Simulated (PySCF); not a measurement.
## Computed properties of SnHF₂Cl, SMILES [SnH]([F])([F])[Cl]

SnHF2Cl, SMILES [F][SnH]([F])[Cl]. Geometry: r2SCAN-D4/def2-SVP. The def2 effective core potentials stand for the cores of Sn; spin–orbit coupling is left out. One conformer was computed; it need not be the lowest. All values are computed for the isolated molecule unless a solvent is named; none is compared with measurement here.

**Structure.** The optimised structure has Cs symmetry. All 9 harmonic modes at r2SCAN-D4/def2-SVP (PySCF) are real, so it is a minimum. With heavy atoms numbered as in [SnH:1]([F:2])([F:3])[Cl:4], the shortest bond between them is Sn1–F2 at 1.923 Å and the longest Sn1–Cl4 at 2.322 Å.

**Vibrations.** The strongest infrared lines (harmonic, unscaled, degenerate partners summed) lie at 540 cm⁻¹ (87 km/mol, H 96 %), 661 cm⁻¹ (57 km/mol, F 84 %, Sn 16 %), 1982 cm⁻¹ (54 km/mol, H 99 %). The softest mode is at 134 cm⁻¹ and the zero-point energy is 7.5 kcal/mol.

**Electronic structure.** HF/def2-TZVPD (PySCF) places the frontier levels at -13.29 and 0.95 eV, a gap of 14.24 eV, and gives a dipole moment of 3.30 D and a mean polarisability of 45.5 bohr³.

**Excitations.** TDDFT-CAM-B3LYP/def2-SVPD (PySCF) has S1 at 6.09 eV (204 nm, f = 0.023, weak); the most intense of the 10 singlets computed lies at 7.41 eV (f = 0.18). T1 (TDA) is at 5.50 eV. No vertical singlet excitation falls in the visible range (under 3.1 eV).
